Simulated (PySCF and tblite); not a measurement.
Values are calculated unless marked as measured or tabulated.
C₇H₈ClF₃, numbered as in [F:1][C:2]([F:3])([F:4])[C:5]1=[CH:6][C@H:7]([Cl:8])[CH2:9][CH2:10][CH2:11]1: conformational analysis

The ensemble was built from 60 distance-geometry starts (ETKDG, MMFF94s, GFN2-xTB) and rests on GFN2-xTB geometries. Energies: PBE0-D3(BJ)/pcSseg-1 (IEF-PCM, acetone), with GFN2-xTB thermal terms (modes under about 50 cm⁻¹ blended into free rotors). Symmetry numbers and mirror images are counted. Conformers within 5 kcal/mol (GFN2-xTB free energy) were kept, 6 at most. GIAO shieldings: PBE0/pcSseg-1 (IEF-PCM, acetone). Shifts are against TMS (¹H), TMS (¹³C), CFCl3 (¹⁹F) at the same level; of two unlike H on one atom, a is the less shielded. (PySCF 2.14, tblite 0.8.)

The 6-ring runs over atoms 5–6–7–9–10–11.

```csv
conformer,shape,symmetry,E(GFN2) kcal/mol,E(DFT) kcal/mol,G(298.15 K) kcal/mol,weight %,dipole D
1,"6-ring half-chair (ring torsions -15, 45, -63, 48, -18, 1°)",C1,0.00,0.00,0.00,73.8,3.57
2,"6-ring half-chair (ring torsions 16, -48, 64, -47, 15, 1°)",C1,0.67,0.74,0.61,26.2,3.70
```

Weights (%) against temperature:

```json
{"T (K)": "273.15", "1": "75.9", "2": "24.1", "S(mix) cal/mol/K": "1.10"}
{"T (K)": "298.15", "1": "73.8", "2": "26.2", "S(mix) cal/mol/K": "1.14"}
{"T (K)": "350", "1": "70.2", "2": "29.8", "S(mix) cal/mol/K": "1.21"}
{"T (K)": "400", "1": "67.5", "2": "32.5", "S(mix) cal/mol/K": "1.25"}
{"T (K)": "450", "1": "65.2", "2": "34.8", "S(mix) cal/mol/K": "1.28"}
```

Averaged shifts at 298.15 K. ¹H: 6.83 (H6, 1H), 5.01 (H7, 1H), 2.40 (H11a, 1H), 2.33 (H11b, 1H), 2.11 (H9a, 1H), 2.03 (H10a, 1H), 2.03 (H9b, 1H), 1.81 (H10b, 1H) ppm. ¹³C: 140.7 (C5), 140.4 (C6), 134.3 (C2), 61.2 (C7), 35.6 (C9), 26.9 (C11), 21.6 (C10) ppm. ¹⁹F: -87.1 (F1/F3/F4) ppm.

Coordinates of conformer 1 (Å):

```xyz
19

F     2.985   -0.509   -1.006
C     2.378    0.506   -0.360
F     2.664    1.617   -1.050
F     3.009    0.619    0.823
C     0.905    0.255   -0.195
C     0.006    1.104   -0.680
C    -1.458    0.877   -0.545
Cl   -2.054    2.033    0.715
C    -1.795   -0.549   -0.138
C    -0.882   -1.001    0.997
C     0.568   -1.018    0.522
H     0.312    2.018   -1.168
H    -1.981    1.167   -1.459
H    -1.650   -1.194   -1.008
H    -2.841   -0.609    0.163
H    -0.985   -0.306    1.831
H    -1.171   -1.994    1.342
H     0.735   -1.858   -0.160
H     1.246   -1.149    1.369
```

Coordinates of conformer 2 (Å):

```xyz
19

F     2.955    1.381   -0.347
C     2.449    0.188   -0.015
F     2.934   -0.108    1.204
F     3.002   -0.706   -0.859
C     0.948    0.132   -0.048
C     0.231    1.181   -0.433
C    -1.260    1.163   -0.460
Cl   -1.863    2.723    0.207
C    -1.835    0.003    0.341
C    -1.101   -1.281   -0.035
C     0.365   -1.183    0.378
H     0.707    2.101   -0.738
H    -1.610    1.141   -1.497
H    -2.904   -0.090    0.144
H    -1.700    0.202    1.405
H    -1.566   -2.135    0.458
H    -1.166   -1.434   -1.113
H     0.944   -1.997   -0.064
H     0.460   -1.271    1.465
```

Unscaled ¹⁹F shifts at such levels can be off by tens of ppm; differences between conformers or isomers are more reliable. Shifts are unscaled: against experiment ¹³C can be off by 15 ppm or more and ¹H by 0.8 ppm.

Search and properties took 110 s on 1 thread of Arm Neoverse V1, on a host shared with other jobs (rough), launched as `OMP_NUM_THREADS=1 python ens_run.py task.json out`.


Conformer gaps in pcSseg-1 on xTB geometries can be 2 kcal/mol off for S=O, P=O and other polar bonds.